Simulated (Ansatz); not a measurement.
`C/C=[CH]/[AlH2]`. The species carries charge 0 and has multiplicity 1.

Cartesian coordinates in Å:
```
C 1.697 0.507 0.702
C 0.528 0.082 -0.119
C -0.730 -0.079 0.314
Al -2.103 -0.640 -0.918
H 2.142 1.422 0.297
H 2.484 -0.254 0.678
H 1.414 0.686 1.740
H 0.753 -0.108 -1.171
H -0.907 0.123 1.372
H -1.666 -0.887 -2.427
H -3.612 -0.853 -0.466
```

What are the harmonic wavenumbers in cm⁻¹ at PBE0-D4/def2-TZVP (Ansatz, finite differences of forces, unscaled)? (Best estimate.)

Ansatz gave: 129, 154, 181, 231, 385, 507, 602, 722, 742, 788, 947, 1033, 1072, 1085, 1240, 1349, 1392, 1466, 1468, 1660, 1909, 1917, 3035, 3091, 3100, 3110, 3137.

Is this a minimum?

Yes, all 27 modes are real.

Give the ideal-gas thermochemistry at 298.15 K and 1 bar (rigid rotor, harmonic oscillator; point group Cs, symmetry number 1).

Zero-point energy 218.0 kJ/mol; H(298) − E = 237.4 kJ/mol; entropy 321.7 J/(mol·K), of which translation 161.9, rotation 105.1, vibration 54.8; G(298) − E = 141.4 kJ/mol.

And at 400, 500, 600, 800 and 1000 K?


```tsv
T (K)	H − E (kJ/mol)	S (J/mol/K)	G − E (kJ/mol)
400	248.5	353.5	107.0
500	261.3	382.2	70.2
600	275.9	408.7	30.7
800	309.1	456.3	-55.9
1000	346.4	497.9	-151.4
```
